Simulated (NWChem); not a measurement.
System: CH₆Ge; SMILES [CH3][GeH3]

Input file for NWChem:

```
start job
memory heap 200 mb stack 900 mb global 1100 mb
geometry units angstroms noautoz
  Ge     0.000000     0.000000    -0.389953
  C      0.000000     0.000000     1.563486
  H     -1.217244    -0.778645    -0.926139
  H      1.282949    -0.664842    -0.926139
  H     -0.065704     1.443487    -0.926139
  H     -0.912077     0.479429     1.946978
  H      0.871236     0.550168     1.946978
  H      0.040841    -1.029596     1.946978
end
basis spherical
  * library def2-tzvpd
end
dft
  xc xpbe96 cpbe96
  iterations 150
  mulliken
end
task dft energy
```

NWChem printed, in part:

```
             Northwest Computational Chemistry Package (NWChem) 7.3.0
             --------------------------------------------------------

 C3  symmetry detected

                             Geometry "geometry" -> ""
                             -------------------------

 Output coordinates in angstroms (scale by  1.889725989 to convert to a.u.)

  No.       Tag          Charge          X              Y              Z
 ---- ---------------- ---------- -------------- -------------- --------------
    1 Ge                  32.0000     0.00000000     0.00000000    -0.38915611
    2 C                    6.0000    -0.00000000     0.00000000     1.56428289
    3 H                    1.0000     0.00000007     1.44498163    -0.92534211
    4 H                    1.0000    -1.25139084    -0.72249076    -0.92534211
    5 H                    1.0000     1.25139077    -0.72249087    -0.92534211
    6 H                    1.0000     0.89535136     0.50998280     1.94777489
    7 H                    1.0000    -0.00601762    -1.03038842     1.94777489
    8 H                    1.0000    -0.88933374     0.52040562     1.94777489

 Effective nuclear repulsion energy (a.u.)     119.7866342843

      Symmetry information
      --------------------

 Group name             C3
 Group number              5
 Group order               3
 No. of unique centers     4

  pbe96 is a nonlocal functional; adding pw91lda local functional.

                                 NWChem DFT Module
                                 -----------------

 Summary of "ao basis" -> "ao basis" (spherical)
 ------------------------------------------------------------------------------
       Tag                 Description            Shells   Functions and Types
 ---------------- ------------------------------  ------  ---------------------
 Ge                        def2-tzvpd               18       54   7s5p5d1f
 C                         def2-tzvpd               13       37   6s3p3d1f
 H                         def2-tzvpd                5        9   3s2p

      Symmetry analysis of basis
      --------------------------

        a          53
        e+         46
        e-         46

  Rotation of axis

            General Information
            -------------------
          SCF calculation type: DFT
          Wavefunction type:  closed shell.
          No. of atoms     :     8
          No. of electrons :    44
           Alpha electrons :    22
            Beta electrons :    22
          Charge           :     0
          Spin multiplicity:     1
          Use of symmetry is: on ; symmetry adaption is: on
          Maximum number of iterations: 150
          AO basis - number of functions:   145
                     number of shells:    61
          Convergence on energy requested:  1.00D-06
          Convergence on density requested:  1.00D-05
          Convergence on gradient requested:  5.00D-04

              XC Information
              --------------
          PerdewBurkeErnzerhof Exchange Functional  1.000
            Perdew 1991 LDA Correlation Functional  1.000 local
           PerdewBurkeErnz. Correlation Functional  1.000 non-local

             Grid Information
             ----------------
          Grid used for XC integration:  medium
          Radial quadrature: Mura-Knowles
          Angular quadrature: Lebedev.
          Tag              B.-S. Rad. Rad. Pts. Rad. Cut. Ang. Pts.
          ---              ---------- --------- --------- ---------
          Ge                  1.25      112          10.0       590
          C                   0.70       49          10.0       434
          H                   0.35       45          11.0       434
          Grid pruning is: on
          Number of quadrature shells:   251
          Spatial weights used:  Erf1

      Superposition of Atomic Density Guess
      -------------------------------------

 Sum of atomic energies:       -2115.97650442

      Non-variational initial energy
      ------------------------------

 Total energy =   -2116.944248
 1-e energy   =   -3186.368996
 2-e energy   =     949.638113
 HOMO         =      -0.383731
 LUMO         =       0.034028

      Symmetry analysis of molecular orbitals - initial
      -------------------------------------------------

  Numbering of irreducible representations:

     1 a           2 e+          3 e-

  Orbital symmetries:

     1 a           2 a           3 e+          4 e+          5 a
     6 a           7 a           8 a           9 e+         10 e+
    11 a          12 e+         13 e+         14 e+         15 e+
    16 a          17 a          18 e+         19 e+         20 e+
    21 e+         22 a          23 a          24 a          25 e+
    26 e+         27 a          28 e+         29 e+         30 e+
    31 e+         32 e+

     ---------------------------------------------
      Total Density - Mulliken Population Analysis
     ---------------------------------------------

    Atom       Charge   Shell Charges
 -----------   ------   -------------------------------------------------------
    1 Ge  32    31.92   2.00  2.00  1.17  0.79  0.79  0.74 -0.00  5.98  4.43  1.57  1.29  0.98  8.89  1.13  0.02  0.12  0.01  0.02
    2 C    6     6.83   0.86  1.12  0.56  0.71  0.04 -0.00  1.28  1.54  0.73  0.01  0.01 -0.03  0.00
    3 H    1     0.98   0.22  0.55  0.20  0.01  0.00
    4 H    1     0.98   0.22  0.55  0.20  0.01  0.00
    5 H    1     0.98   0.22  0.55  0.20  0.01  0.00
    6 H    1     0.77   0.24  0.44  0.05  0.02  0.02
    7 H    1     0.77   0.24  0.44  0.05  0.02  0.02
    8 H    1     0.77   0.24  0.44  0.05  0.02  0.02

   convergence    iter        energy       DeltaE   RMS-Dens  Diis-err
 ---------------- ----- ----------------- --------- --------- ---------
 d= 0,ls=0.0,diis     1  -2118.3079827923 -2.24D+03  5.86D-03  7.04D-01
 d= 0,ls=0.0,diis     2  -2118.3304237111 -2.24D-02  2.40D-03  1.04D-01
 d= 0,ls=0.0,diis     3  -2118.3307294940 -3.06D-04  1.08D-03  7.60D-02
 d= 0,ls=0.0,diis     4  -2118.3380764616 -7.35D-03  2.85D-04  6.12D-03
 d= 0,ls=0.0,diis     5  -2118.3388287264 -7.52D-04  3.54D-05  3.30D-05
  Resetting Diis
 d= 0,ls=0.0,diis     6  -2118.3388309896 -2.26D-06  1.21D-05  5.80D-06
 d= 0,ls=0.0,diis     7  -2118.3388315175 -5.28D-07  5.20D-06  2.05D-07

         Total DFT energy =    -2118.338831517511
      One electron energy =    -3187.936129984137
           Coulomb energy =     1036.076132865698
    Exchange-Corr. energy =      -86.265468683409
 Nuclear repulsion energy =      119.786634284337

 Numeric. integr. density =       43.999966648846

                  Occupations of the irreducible representations
                  ----------------------------------------------

                     irrep           alpha         beta
                     --------     --------     --------
                     a                10.0         10.0
                     e+               12.0         12.0
                     e-                0.0          0.0

                       DFT Final Molecular Orbital Analysis
                       ------------------------------------

 Vector   20  Occ=2.000000D+00  E=-2.902324D-01  Symmetry=e+
              MO Center=  2.6D-01, -3.3D-01, -5.4D-01, r^2= 2.8D+00
   Bfn.  Coefficient  Atom+Function         Bfn.  Coefficient  Atom+Function
  ----- ------------  ---------------      ----- ------------  ---------------
    17      0.296611  1 Ge px               111      0.260799  5 H  s
    20      0.214107  1 Ge px               102     -0.175136  4 H  s
   110      0.155387  5 H  s                 11     -0.146652  1 Ge px
   139      0.109332  8 H  s                101     -0.104353  4 H  s
   112      0.104498  5 H  s                 18     -0.100958  1 Ge py

 Vector   21  Occ=2.000000D+00  E=-2.902324D-01  Symmetry=e+
              MO Center= -2.6D-01,  3.3D-01, -5.4D-01, r^2= 2.8D+00
   Bfn.  Coefficient  Atom+Function         Bfn.  Coefficient  Atom+Function
  ----- ------------  ---------------      ----- ------------  ---------------
    18      0.296611  1 Ge py                93      0.251687  3 H  s
    21      0.214107  1 Ge py               102     -0.200030  4 H  s
    92      0.149961  3 H  s                 12     -0.146652  1 Ge py
   101     -0.119177  4 H  s                130      0.105548  7 H  s
    17      0.100958  1 Ge px                94      0.100833  3 H  s

 Vector   22  Occ=2.000000D+00  E=-2.822609D-01  Symmetry=a
              MO Center= -2.3D-14,  8.9D-15,  6.3D-01, r^2= 2.6D+00
   Bfn.  Coefficient  Atom+Function         Bfn.  Coefficient  Atom+Function
  ----- ------------  ---------------      ----- ------------  ---------------
    19      0.332460  1 Ge pz                63     -0.307745  2 C  pz
    66     -0.246633  2 C  pz                69     -0.192143  2 C  pz
    13     -0.159972  1 Ge pz                22      0.138040  1 Ge pz
    59     -0.127397  2 C  s                 58      0.092652  2 C  s
    93     -0.087923  3 H  s                102     -0.087923  4 H  s

 Vector   23  Occ=0.000000D+00  E=-1.595615D-02  Symmetry=a
              MO Center= -2.6D-15, -8.8D-17,  9.0D-01, r^2= 8.5D+00
   Bfn.  Coefficient  Atom+Function         Bfn.  Coefficient  Atom+Function
  ----- ------------  ---------------      ----- ------------  ---------------
    59      4.314798  2 C  s                 60      1.481020  2 C  s
   121     -1.363876  6 H  s                130     -1.363876  7 H  s
   139     -1.363876  8 H  s                 22     -0.928264  1 Ge pz
    58     -0.578953  2 C  s                 94     -0.510968  3 H  s
   103     -0.510968  4 H  s                112     -0.510968  5 H  s

[...]
```

Level: PBE/def2-TZVPD. Structure relaxed at the PBE0/def2-SVP level.
